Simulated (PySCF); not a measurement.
PySCF job for F2Zn, SMILES [Zn-]([F])[F] (connectivity only; charge and spin as stated), charge -1, multiplicity 2, B3LYP-D3(BJ)/def2-SVPD. 

```python
import numpy as np
from pyscf import gto, scf, dft
from pyscf.geomopt import geometric_solver

mol = gto.M(
    atom='''
    Zn   -0.00000000    0.00000000    0.46563033
    F     0.00000000    1.61729293   -0.77605056
    F     0.00000000   -1.61729294   -0.77605055
    ''',
    basis='def2-SVPD',
    charge=-1,
    spin=1,
    max_memory=1600,
    verbose=3,
)
mf = dft.UKS(mol, xc='b3lyp').density_fit(auxbasis='def2-universal-jkfit')
mf.disp = 'd3bj'
mf.grids.level = 3
mf.conv_tol = 1e-9
mf.max_cycle = 100
mf.kernel()
fine, coarse = mf.grids, dft.Grids(mol).set(level=1).build(with_non0tab=True)
for _ in range(3):  # follow internal instabilities
    mf.grids = coarse
    mo, _, stable, _ = mf.stability(return_status=True, nroots=4)
    mf.grids = fine
    if stable:
        break
    mf.kernel(mf.make_rdm1(mo, mf.mo_occ))
grad = mf.nuc_grad_method()
grad.grid_response = mol.nao <= 150
conv, mol_eq = geometric_solver.kernel(grad, convergence_set='GAU_TIGHT', maxsteps=100)
print(mol_eq.tostring(format='xyz'))
mf.reset(mol_eq)
mf.kernel()
```

It prints:

```

WARN: HOMO -0.176449438444923 >= LUMO -0.176449438444925

converged SCF energy = -1978.83872588596  <S^2> = 0.75134035  2S+1 = 2.0013399
<class 'pyscf.df.df_jk.DFUKS'> wavefunction is stable in the internal stability analysis
[banner and settings of the optimiser left out]
Geometry optimization cycle 1
Cartesian coordinates (Angstrom)
 Atom        New coordinates             dX        dY        dZ
  Zn   0.000000   0.000000   0.465630    0.000000  0.000000  0.000000
   F   0.000000   1.617293  -0.776051    0.000000  0.000000  0.000000
   F   0.000000  -1.617293  -0.776051    0.000000  0.000000  0.000000

WARN: Mole.unit (angstrom) is changed to Bohr

converged SCF energy = -1978.83872588583  <S^2> = 0.75134042  2S+1 = 2.00134
--------------- DFUKS_Scanner gradients ---------------
         x                y                z
0 Zn    -0.0000000000    -0.0000000346     0.0375360404
1 F    -0.0000000000     0.0164328123    -0.0187680325
2 F     0.0000000000    -0.0164327778    -0.0187680078
----------------------------------------------
cycle 1: E = -1978.83872589  dE = -1978.84  norm(grad) = 0.0515122
Step    0 : Gradient = 2.974e-02/3.754e-02 (rms/max) Energy = -1978.8387258858
Hessian Eigenvalues: 5.00000e-02 5.00000e-02 5.00000e-02 ... 1.36888e-01 1.36888e-01 2.50000e-01

Geometry optimization cycle 2
Cartesian coordinates (Angstrom)
 Atom        New coordinates             dX        dY        dZ
  Zn   0.000000   0.000000   0.388026    0.000000  0.000000 -0.077605
   F   0.000000   1.585704  -0.737248    0.000000 -0.031589  0.038802
   F   0.000000  -1.585704  -0.737248    0.000000  0.031588  0.038802
converged SCF energy = -1978.84647895101  <S^2> = 0.7511104  2S+1 = 2.0011101
--------------- DFUKS_Scanner gradients ---------------
         x                y                z
0 Zn     0.0000000000     0.0000000010     0.0185236327
1 F    -0.0000000000     0.0069263782    -0.0092618162
2 F    -0.0000000000    -0.0069263792    -0.0092618165
----------------------------------------------
cycle 2: E = -1978.84647895  dE = -0.00775307  norm(grad) = 0.0247111
Step    1 : Displace = 6.063e-02/7.760e-02 (rms/max) Trust = 1.000e-01 (=) Grad = 1.427e-02/1.852e-02 (rms/max) E (change) = -1978.8464789510 (-7.753e-03) Quality = 1.527
Hessian Eigenvalues: 5.00000e-02 5.00000e-02 5.00000e-02 ... 7.54108e-02 1.36888e-01 2.34259e-01

Geometry optimization cycle 3
Cartesian coordinates (Angstrom)
 Atom        New coordinates             dX        dY        dZ
  Zn   0.000000   0.000000   0.302301   -0.000000  0.000000 -0.085725
   F   0.000000   1.569773  -0.694386   -0.000000 -0.015932  0.042862
   F   0.000000  -1.569773  -0.694386   -0.000000  0.015932  0.042862
converged SCF energy = -1978.8480453175  <S^2> = 0.75095743  2S+1 = 2.0009572
--------------- DFUKS_Scanner gradients ---------------
         x                y                z
0 Zn    -0.0000000000     0.0000001151    -0.0065256064
1 F     0.0000000000    -0.0084242959     0.0032628383
2 F    -0.0000000000     0.0084241807     0.0032627681
----------------------------------------------
cycle 3: E = -1978.84804532  dE = -0.00156637  norm(grad) = 0.0143461
Step    2 : Displace = 6.200e-02/8.572e-02 (rms/max) Trust = 1.414e-01 (+) Grad = 8.283e-03/9.034e-03 (rms/max) E (change) = -1978.8480453175 (-1.566e-03) Quality = 0.643
Hessian Eigenvalues: 5.00000e-02 5.00000e-02 5.00000e-02 ... 1.10095e-01 1.36888e-01 2.33133e-01

Geometry optimization cycle 4
Cartesian coordinates (Angstrom)
 Atom        New coordinates             dX        dY        dZ
  Zn   0.000000  -0.000000   0.308791    0.000000 -0.000000  0.006490
   F   0.000000   1.599268  -0.697631   -0.000000  0.029495 -0.003245
   F   0.000000  -1.599268  -0.697631    0.000000 -0.029495 -0.003245
converged SCF energy = -1978.84861178703  <S^2> = 0.75100774  2S+1 = 2.0010075
--------------- DFUKS_Scanner gradients ---------------
         x                y                z
0 Zn     0.0000000000    -0.0000000173     0.0018041446
1 F    -0.0000000000    -0.0011985122    -0.0009020780
2 F    -0.0000000000     0.0011985295    -0.0009020666
----------------------------------------------
cycle 4: E = -1978.84861179  dE = -0.00056647  norm(grad) = 0.00278484
Step    3 : Displace = 2.452e-02/2.967e-02 (rms/max) Trust = 1.414e-01 (=) Grad = 1.608e-03/1.804e-03 (rms/max) E (change) = -1978.8486117870 (-5.665e-04) Quality = 1.070
Hessian Eigenvalues: 5.00000e-02 5.00000e-02 5.00000e-02 ... 1.36888e-01 1.46237e-01 1.58768e-01

Geometry optimization cycle 5
Cartesian coordinates (Angstrom)
 Atom        New coordinates             dX        dY        dZ
  Zn   0.000000  -0.000000   0.292569    0.000000 -0.000000 -0.016222
   F   0.000000   1.616693  -0.689520   -0.000000  0.017425  0.008111
   F   0.000000  -1.616692  -0.689520    0.000000 -0.017425  0.008111
converged SCF energy = -1978.84873358725  <S^2> = 0.75101233  2S+1 = 2.0010121
--------------- DFUKS_Scanner gradients ---------------
         x                y                z
0 Zn     0.0000000000    -0.0000000260     0.0013419465
1 F     0.0000000000    -0.0002998550    -0.0006709812
2 F     0.0000000000     0.0002998810    -0.0006709653
----------------------------------------------
cycle 5: E = -1978.84873359  dE = -0.0001218  norm(grad) = 0.00169737
Step    4 : Displace = 1.828e-02/1.922e-02 (rms/max) Trust = 2.000e-01 (+) Grad = 9.800e-04/1.342e-03 (rms/max) E (change) = -1978.8487335873 (-1.218e-04) Quality = 1.502
Hessian Eigenvalues: 5.00000e-02 5.00000e-02 5.00000e-02 ... 7.55789e-02 1.36888e-01 1.52603e-01

Geometry optimization cycle 6
Cartesian coordinates (Angstrom)
 Atom        New coordinates             dX        dY        dZ
  Zn   0.000000  -0.000000   0.273720   -0.000000  0.000000 -0.018848
   F  -0.000000   1.632975  -0.680096   -0.000000  0.016283  0.009424
   F   0.000000  -1.632975  -0.680096   -0.000000 -0.016283  0.009424
converged SCF energy = -1978.84877929376  <S^2> = 0.75101322  2S+1 = 2.001013
--------------- DFUKS_Scanner gradients ---------------
         x                y                z
0 Zn    -0.0000000000    -0.0000000035     0.0000940811
1 F    -0.0000000000     0.0000628596    -0.0000470416
2 F    -0.0000000000    -0.0000628561    -0.0000470395
----------------------------------------------
cycle 6: E = -1978.84877929  dE = -4.57065e-05  norm(grad) = 0.00014553
Step    5 : Displace = 1.883e-02/1.885e-02 (rms/max) Trust = 2.828e-01 (+) Grad = 8.402e-05/9.408e-05 (rms/max) E (change) = -1978.8487792938 (-4.571e-05) Quality = 1.015
Hessian Eigenvalues: 5.00000e-02 5.00000e-02 5.00000e-02 ... 7.44876e-02 1.36888e-01 1.52706e-01

Geometry optimization cycle 7
Cartesian coordinates (Angstrom)
 Atom        New coordinates             dX        dY        dZ
  Zn   0.000000  -0.000000   0.273368    0.000000  0.000000 -0.000352
   F  -0.000000   1.632964  -0.679919    0.000000 -0.000012  0.000176
   F   0.000000  -1.632964  -0.679919    0.000000  0.000012  0.000176
converged SCF energy = -1978.84877934751  <S^2> = 0.75101278  2S+1 = 2.0010125
--------------- DFUKS_Scanner gradients ---------------
         x                y                z
0 Zn    -0.0000000000    -0.0000000051     0.0000102592
1 F    -0.0000000000     0.0000094073    -0.0000051310
2 F     0.0000000000    -0.0000094023    -0.0000051281
----------------------------------------------
cycle 7: E = -1978.84877935  dE = -5.37495e-08  norm(grad) = 1.82969e-05
Step    6 : Displace = 2.493e-04/3.523e-04 (rms/max) Trust = 3.000e-01 (+) Grad = 1.056e-05/1.072e-05 (rms/max) E (change) = -1978.8487793475 (-5.375e-08) Quality = 1.111
Hessian Eigenvalues: 5.00000e-02 5.00000e-02 5.00000e-02 ... 7.65070e-02 1.32299e-01 1.36888e-01

Geometry optimization cycle 8
Cartesian coordinates (Angstrom)
 Atom        New coordinates             dX        dY        dZ
  Zn   0.000000  -0.000000   0.273357    0.000000  0.000000 -0.000011
   F   0.000000   1.632923  -0.679914    0.000000 -0.000040  0.000005
   F   0.000000  -1.632923  -0.679914    0.000000  0.000040  0.000005
converged SCF energy = -1978.84877934798  <S^2> = 0.75101267  2S+1 = 2.0010124
--------------- DFUKS_Scanner gradients ---------------
         x                y                z
0 Zn     0.0000000000     0.0000000112     0.0000006934
1 F    -0.0000000000     0.0000007166    -0.0000003436
2 F     0.0000000000    -0.0000007278    -0.0000003498
----------------------------------------------
cycle 8: E = -1978.84877935  dE = -4.72482e-10  norm(grad) = 1.32839e-06
Step    7 : Displace = 3.382e-05/4.074e-05 (rms/max) Trust = 3.000e-01 (=) Grad = 7.669e-07/8.075e-07 (rms/max) E (change) = -1978.8487793480 (-4.725e-10) Quality = 0.542
Hessian Eigenvalues: 5.00000e-02 5.00000e-02 5.00000e-02 ... 7.65070e-02 1.32299e-01 1.36888e-01
Converged! =D

3
XYZ from PySCF
Zn          0.00000000       -0.00000000        0.27335747
F           0.00000000        1.63292314       -0.67991412
F           0.00000000       -1.63292315       -0.67991413
converged SCF energy = -1978.8487793484  <S^2> = 0.75101273  2S+1 = 2.0010125
```

The run converged.

Cost: about 40 core-seconds (a rough figure).
